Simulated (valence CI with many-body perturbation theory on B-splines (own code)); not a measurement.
## E1 transitions of Ta58+

Method: relativistic CI+MBPT: five valence electrons over a frozen Dirac-Fock core [Ne], radial functions for each j: 11 s, 11 p, 10 d, 8 f, 5 g, 2 h, with the one-electron correlation potential Σ1 (screened to all orders), the two-electron term Σ2, the three-electron term Σ3, Breit, model QED; selected single and double excitations, second order for the rest, scaled by the run's own slope (own B-spline code, finite nucleus).

The last digits are not significant, and no measured levels were compared; by estimate large intervals hold to a few tenths of a per cent, small ones and those within an open d or f shell to about a per cent. Among the levels kept, up to 3200 cm⁻¹ of a level comes from second order outside the variational space, and about a tenth of that is noise between levels of different J, which matters for small intervals.

Lines 201 to 250 of 564 in falling wavelength, among levels below 1295.2 eV, chosen from the strongest by gf and those to the six lowest levels. Wavelengths and rates use the calculated energies. Electric multipoles are in the length gauge with retardation, E1 and E2 with the static RPA response of the core. Weak lines are less certain than strong ones. Lines between different terms over intervals too small for the method are left out, as are lines whose strength nearly cancels. The highest levels of a list are the least certain.

Levels are named by their leading jj configuration (3d3/2^4 stands for four electrons in 3d with j = 3/2), which in mixed levels can hold well under half, so a name can repeat and another be missing. Letters in brackets count levels of one name in rising energy.

| λ vac (Å) | Upper | Lower | A (s⁻¹) | S (a.u.) |
| --- | --- | --- | --- | --- |
| 37.61 | (3s^2 3p3/2 3d3/2 3d5/2) J=7/2 [c] | (3s^2 3p3/2^2 3d3/2) J=5/2 | 5.56e+11 | 1.17e-01 |
| 37.61 | (3s 3p1/2 3p3/2^2 3d5/2) J=5/2 [f] | (3s 3p1/2 3p3/2^3) J=3/2 [b] | 5.47e+11 | 8.62e-02 |
| 37.60 | (3s^2 3p3/2 3d5/2^2) J=9/2 | (3s^2 3p3/2^2 3d5/2) J=7/2 | 2.73e+11 | 7.17e-02 |
| 37.47 | (3s^2 3p3/2^2 3d5/2) J=3/2 | (3s^2 3p3/2^3) J=3/2 | 5.97e+11 | 6.20e-02 |
| 37.44 | (3s 3p1/2 3p3/2^2 3d5/2) J=3/2 [e] | (3s 3p1/2 3p3/2^3) J=3/2 [b] | 2.09e+11 | 2.16e-02 |
| 37.42 | (3s^2 3p1/2 3d5/2^2) J=3/2 | (3s^2 3p1/2 3p3/2 3d5/2) J=5/2 [a] | 1.01e+11 | 1.04e-02 |
| 37.39 | (3s 3p1/2^2 3d5/2^2) J=5/2 | (3s 3p1/2^2 3p3/2 3d5/2) J=5/2 [a] | 2.97e+11 | 4.60e-02 |
| 37.36 | (3s^2 3p3/2 3d3/2 3d5/2) J=5/2 [c] | (3s^2 3p3/2^2 3d3/2) J=3/2 [a] | 3.35e+11 | 5.17e-02 |
| 37.36 | (3s 3p1/2 3p3/2^2 3d5/2) J=7/2 [e] | (3s 3p1/2 3p3/2^3) J=5/2 | 4.69e+11 | 9.66e-02 |
| 37.35 | (3s^2 3p1/2 3d5/2^2) J=5/2 | (3s^2 3p1/2 3p3/2 3d5/2) J=5/2 [a] | 3.27e+11 | 5.05e-02 |
| 37.26 | (3s 3p1/2 3p3/2^2 3d5/2) J=3/2 [b] | (3s 3p1/2 3p3/2^3) J=3/2 [a] | 3.45e+11 | 3.53e-02 |
| 37.18 | (3s^2 3p1/2 3p3/2 3d5/2) J=3/2 [b] | (3s^2 3p1/2 3p3/2^2) J=5/2 | 6.32e+10 | 6.41e-03 |
| 37.17 | (3s 3p1/2 3p3/2^2 3d5/2) J=3/2 [e] | (3s 3p1/2 3p3/2^3) J=1/2 | 6.14e+11 | 6.23e-02 |
| 37.11 | (3s 3p1/2^2 3d5/2^2) J=3/2 | (3s 3p1/2^2 3p3/2 3d5/2) J=3/2 [a] | 1.63e+11 | 1.64e-02 |
| 37.06 | (3s 3p1/2 3p3/2^2 3d5/2) J=5/2 [e] | (3s 3p1/2 3p3/2^3) J=5/2 | 3.34e+11 | 5.04e-02 |
| 37.03 | (3s^2 3p1/2 3d5/2^2) J=3/2 | (3s^2 3p1/2 3p3/2 3d5/2) J=3/2 [a] | 3.94e+11 | 3.95e-02 |
| 36.97 | (3s 3p1/2^2 3d5/2^2) J=9/2 | (3s 3p1/2^2 3p3/2 3d5/2) J=9/2 | 1.19e+11 | 2.98e-02 |
| 36.95 | (3s^2 3p1/2 3p3/2 3d5/2) J=5/2 [b] | (3s^2 3p1/2 3p3/2^2) J=3/2 | 5.78e+11 | 8.63e-02 |
| 36.93 | (3s^2 3p3/2 3d3/2 3d5/2) J=5/2 [c] | (3s^2 3p3/2^2 3d3/2) J=5/2 | 2.26e+11 | 3.38e-02 |
| 36.87 | (3s^2 3p3/2^2 3d5/2) J=5/2 [b] | (3s^2 3p3/2^3) J=3/2 | 8.15e+11 | 1.21e-01 |
| 36.85 | (3s 3p1/2^2 3d3/2 3d5/2) J=7/2 [b] | (3s 3p1/2^2 3p3/2 3d3/2) J=7/2 | 3.93e+10 | 7.75e-03 |
| 36.82 | (3s 3p1/2 3p3/2^2 3d5/2) J=5/2 [c] | (3s 3p1/2 3p3/2^3) J=3/2 [a] | 3.63e+11 | 5.36e-02 |
| 36.77 | (3s^2 3p1/2 3d5/2^2) J=7/2 | (3s^2 3p1/2 3p3/2 3d5/2) J=7/2 [a] | 1.51e+11 | 2.97e-02 |
| 36.76 | (3s 3p1/2^2 3d5/2^2) J=7/2 | (3s 3p1/2^2 3p3/2 3d5/2) J=5/2 [a] | 3.14e+10 | 6.16e-03 |
| 36.72 | (3s^2 3p3/2 3d3/2 3d5/2) J=9/2 [b] | (3s^2 3p3/2^2 3d3/2) J=7/2 | 7.44e+11 | 1.82e-01 |
| 36.71 | (3s^2 3p3/2 3d3/2 3d5/2) J=3/2 [c] | (3s^2 3p3/2^2 3d3/2) J=1/2 | 4.92e+11 | 4.80e-02 |
| 36.55 | (3s 3p1/2^2 3p3/2 3d5/2) J=7/2 [b] | (3s 3p1/2^2 3p3/2^2) J=5/2 | 1.54e+11 | 2.97e-02 |
| 36.54 | (3s^2 3p3/2 3d3/2 3d5/2) J=3/2 [c] | (3s^2 3p3/2^2 3d3/2) J=3/2 [a] | 2.18e+11 | 2.10e-02 |
| 36.45 | (3s 3p1/2^2 3d3/2 3d5/2) J=5/2 [b] | (3s 3p1/2^2 3p3/2 3d3/2) J=5/2 [a] | 8.53e+10 | 1.22e-02 |
| 36.44 | (3s^2 3p3/2 3d3/2 3d5/2) J=3/2 [b] | (3s^2 3p3/2^2 3d3/2) J=5/2 | 5.59e+10 | 5.34e-03 |
| 36.10 | (3s^2 3p3/2 3d3/2 3d5/2) J=5/2 [d] | (3s^2 3p3/2^2 3d3/2) J=3/2 [a] | 8.43e+10 | 1.17e-02 |
| 36.04 | (3s 3p1/2 3p3/2^2 3d5/2) J=5/2 [d] | (3s 3p1/2 3p3/2^3) J=3/2 [a] | 4.96e+10 | 6.88e-03 |
| 35.84 | (3s 3p1/2 3p3/2^2 3d5/2) J=3/2 [d] | (3s 3p1/2 3p3/2^3) J=5/2 | 1.31e+11 | 1.19e-02 |
| 35.61 | (3s^2 3p3/2 3d3/2 3d5/2) J=5/2 [d] | (3s^2 3p3/2^2 3d3/2) J=7/2 | 7.25e+10 | 9.70e-03 |
| 35.53 | (3s^2 3p1/2 3p3/2 3d5/2) J=1/2 | (3s^2 3p1/2 3p3/2^2) J=3/2 | 6.61e+10 | 2.93e-03 |
| 35.18 | (3s 3p1/2 3p3/2^2 3d5/2) J=5/2 [e] | (3s 3p1/2 3p3/2^3) J=3/2 [a] | 7.72e+10 | 9.96e-03 |
| 31.28 | (3s 3p1/2^2 3p3/2 3d3/2) J=5/2 [a] | (3s^2 3p1/2^2 3d5/2) J=5/2 | 3.14e+08 | 2.84e-05 |
| 30.48 | (3s 3p1/2^2 3p3/2 3d3/2) J=7/2 | (3s^2 3p1/2^2 3d5/2) J=5/2 | 1.29e+10 | 1.44e-03 |
| 29.18 | (3s 3p1/2^2 3p3/2 3d3/2) J=3/2 [b] | (3s^2 3p1/2^2 3d5/2) J=5/2 | 4.55e+09 | 2.23e-04 |
| 28.43 | (3s 3p1/2^2 3p3/2 3d3/2) J=5/2 [b] | (3s^2 3p1/2^2 3d5/2) J=5/2 | 5.91e+09 | 4.02e-04 |
| 28.10 | (3s^2 3p3/2^3) J=3/2 | (3s^2 3p1/2^2 3d3/2) J=3/2 | 2.81e+08 | 1.23e-05 |
| 27.75 | (3s 3p1/2 3p3/2^2 3d5/2) J=7/2 [a] | (3s^2 3p1/2 3p3/2 3d5/2) J=5/2 [b] | 1.66e+11 | 1.40e-02 |
| 26.65 | (3s 3p1/2 3p3/2^2 3d5/2) J=9/2 [b] | (3s^2 3p1/2 3p3/2 3d5/2) J=7/2 [b] | 2.08e+11 | 1.94e-02 |
| 26.55 | (3s 3p1/2 3p3/2^2 3d5/2) J=7/2 [a] | (3s^2 3p1/2 3p3/2 3d5/2) J=5/2 [a] | 6.13e+10 | 4.53e-03 |
| 26.55 | (3s^2 3p1/2 3d3/2^2) J=5/2 | (3s^2 3p1/2^2 3d5/2) J=5/2 | 3.86e+08 | 2.14e-05 |
| 26.27 | (3s 3p1/2 3p3/2^2 3d3/2) J=5/2 [b] | (3s^2 3p1/2 3p3/2 3d3/2) J=3/2 [b] | 2.11e+11 | 1.13e-02 |
| 26.15 | (3s 3p1/2 3p3/2^3) J=3/2 [a] | (3s^2 3p1/2 3p3/2^2) J=1/2 | 2.56e+10 | 9.03e-04 |
| 26.09 | (3s 3p1/2 3p3/2^2 3d5/2) J=1/2 [b] | (3s^2 3p1/2 3p3/2 3d5/2) J=3/2 [b] | 3.41e+11 | 5.98e-03 |
| 25.98 | (3s 3p1/2 3p3/2^2 3d5/2) J=9/2 [a] | (3s^2 3p1/2 3p3/2 3d5/2) J=7/2 [a] | 3.96e+11 | 3.43e-02 |
| 25.90 | (3s 3p1/2 3p3/2^2 3d3/2) J=1/2 [a] | (3s^2 3p1/2 3p3/2 3d3/2) J=1/2 [a] | 5.77e+11 | 9.89e-03 |
